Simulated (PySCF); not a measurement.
C3H5ClOSi. Atoms are numbered in the order given.

```xyz
11

Cl    -1.9497    -0.7383     0.6601
Si    -0.3650    -0.2808    -0.6252
C      1.2691    -0.9546    -0.1274
C      2.0378     0.0948     0.2453
O      1.6087     1.3691     0.1809
C      0.2788     1.5039    -0.3708
H     -0.8745    -0.5644    -1.9902
H      1.6435    -1.9747    -0.0495
H      3.0607     0.0358     0.6322
H     -0.3200     2.1077     0.3277
H      0.3630     2.0609    -1.3190
```
Charge 0, spin multiplicity 1.

Coordinates come from a B3LYP-D3(BJ)/def2-SVP optimisation. The structure was generated by enumeration; whether it is a known compound was not checked. Other conformers were not sampled.

The numbers are results of PBE0/pcSseg-1 (PySCF), not measurements.

GIAO shieldings, no solvent; atoms alike by connectivity are averaged. δ = σ(ref) − σ: ³⁵Cl against HCl (σ = 945.9 ppm); ²⁹Si against TMS (σ = 352.7 ppm); ¹³C against TMS (σ = 186.3 ppm); ¹⁷O against H2O (σ = 334.2 ppm); ¹H against TMS (σ = 31.56 ppm), references at their B3LYP-D3(BJ)/def2-TZVP geometries, non-relativistic (without spin–orbit terms, shifts of atoms bonded to Cl or Br come out too high).

| nucleus | atoms | count | δ (ppm) |
|---|---|---|---|
| ³⁵Cl | Cl1 | 1 | 35.3 |
| ²⁹Si | Si2 | 1 | 18.8 |
| ¹³C | C4 | 1 | 179.7 |
| ¹³C | C3 | 1 | 96.9 |
| ¹³C | C6 | 1 | 66.0 |
| ¹⁷O | O5 | 1 | 168.4 |
| ¹H | H9 | 1 | 7.58 |
| ¹H | H7 | 1 | 6.10 |
| ¹H | H8 | 1 | 5.33 |
| ¹H | H10, H11 | 2 | 4.14 |
